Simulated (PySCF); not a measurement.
# Calculated NMR data

[PySCF 2.14.0 with density-fitted response routines: σ from GIAO-PBE0/pcSseg-1; structure optimised with GFN2-xTB; no relativistic terms; single conformer; in vacuum; one averaged value for each set of equivalent atoms]

Referencing at the same level of theory: 1H (σref 31.72), 13C (σref 186.93) against TMS. Splittings of carbon signals by F and P are missing where no couplings were computed. Where no couplings were computed, multiplicities follow the n + 1 count of equivalent neighbours, and m marks all less simple cases (inequivalent or close neighbours, rings, F or P nearby). Shifts are as computed. Against solution values, carbons near 30 ppm lie about +3 ppm off and those near 130 ppm about +5 ppm; carbons on Cl a further +6 ppm. Of 1211 compounds with measured shifts, 218 miss one by over three times the rms of a fit or turn the order of signals round; such compounds aren't used in these exercises. Carbons bonded to Cl come out too deshielded.

**1.** SMILES FC(F)[C@@H]1CC[SiH2]1, C₄H₈F₂Si. 1H NMR (600 MHz, computed): δ 6.16 (m, 1H), 4.83 (m, 1H), 4.79 (m, 1H), 2.58 (m, 1H), 2.53 (m, 1H), 2.09 (m, 1H), 1.57 (m, 1H), 1.37 (m, 1H). 13C{1H} NMR (computed): δ 127.7, 33.8, 23.7, 7.3.

**2.** SMILES C=C(Cl)[Si@@H]1C[C@@H]1N(C)C, C₆H₁₂ClNSi. 1H NMR (600 MHz, computed): δ 6.47 (br s, 1H), 6.24 (br s, 1H), 3.55 (m, 1H), 2.33 (s, 6H), 1.96 (m, 1H), 1.27 (m, 1H), 0.99 (m, 1H). 13C{1H} NMR (computed): δ 151.5, 137.5, 48.8, 48.5, 9.8.
